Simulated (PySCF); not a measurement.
Mayer bond orders and bond lengths

Compound: C5H8O2S.
Numbering: `[CH3:1][O:2][C:3]1=[CH:4][CH2:5][CH2:6][S@@:7]1=[O:8]` (hydrogens: H9, H10, H11 on C1; H12 on C4; H13, H14 on C5; H15, H16 on C6)

Cartesian coordinates in Å at the PBE0-D3(BJ)/def2-SVP level; atoms count from 1:
```
atom  x, y, z in Å
C1     2.5212   -0.4799   -0.3448
O2     1.5367    0.4592    0.0581
C3     0.2591    0.1965   -0.2048
C4    -0.7947    0.6564    0.4832
C5    -2.1377    0.3307   -0.0941
C6    -1.9085   -0.8254   -1.0623
S7    -0.2133   -0.6821   -1.7480
O8     0.3788   -2.0657   -1.7583
H9     3.4576   -0.1573    0.1269
H10    2.2585   -1.4986   -0.0241
H11    2.6492   -0.4858   -1.4385
H12   -0.6670    1.2740    1.3751
H13   -2.8720    0.0591    0.6817
H14   -2.5618    1.2011   -0.6266
H15   -1.8511   -1.7985   -0.5500
H16   -2.6279   -0.8853   -1.8899
```

Bond orders from the PBE0/pcSseg-1 density (PySCF). One conformer (not necessarily the lowest) at the PBE0-D3(BJ)/def2-SVP geometry, without solvent, vibrations or thermal averaging.

Problem. Where do the orders between heavy atoms depart from those drawn in the SMILES?

Solution. The largest departure is 0.511, at S7–O8 (drawn double, 1.489). Drawn single, order below 0.88: C1–O2 (0.874) and S7–C3 (0.841). Drawn double or triple, more than 0.30 short of the drawn order: S7–O8 (1.489).

Problem. Set the Mayer orders of the bonds beside their lengths.

Solution. 
```csv
bond,drawn as,length (Å),Mayer order
C1–O2,single,1.419,0.874
O2–C3,single,1.331,1.043
C3–C4,double,1.340,1.767
C4–C5,single,1.498,1.035
C5–C6,single,1.525,1.006
C6–S7,single,1.834,0.889
S7–O8,double,1.505,1.489
S7–C3,single,1.838,0.841
C1–H9,single,1.097,0.967
C1–H10,single,1.100,0.951
C1–H11,single,1.101,0.956
C4–H12,single,1.092,0.958
C5–H13,single,1.102,0.939
C5–H14,single,1.105,0.926
C6–H15,single,1.101,0.921
C6–H16,single,1.098,0.939
```

By pair of heavy elements: C–O: lowest C1–O2 (0.874, 1.419 Å), highest O2–C3 (1.043, 1.331 Å). C–C: lowest C5–C6 (1.006, 1.525 Å), highest C3–C4 (1.767, 1.340 Å). C–S: lowest S7–C3 (0.841, 1.838 Å), highest C6–S7 (0.889, 1.834 Å).

Problem. Sum the orders of all bonds at each heavy atom with more than one neighbour and set the sums beside the valence in the SMILES.

Solution. C1 3.748 (drawn 4), O2 1.917 (drawn 2), C3 3.651 (drawn 4), C4 3.760 (drawn 4), C5 3.906 (drawn 4), C6 3.755 (drawn 4), S7 3.219 (drawn 4). Orders between atoms that aren't bonded are not in these sums.

For a closed shell the Mayer order of atoms A and B is Σ (PS)μν (PS)νμ over the basis functions μ on A and ν on B, with P the density and S the overlap matrix.
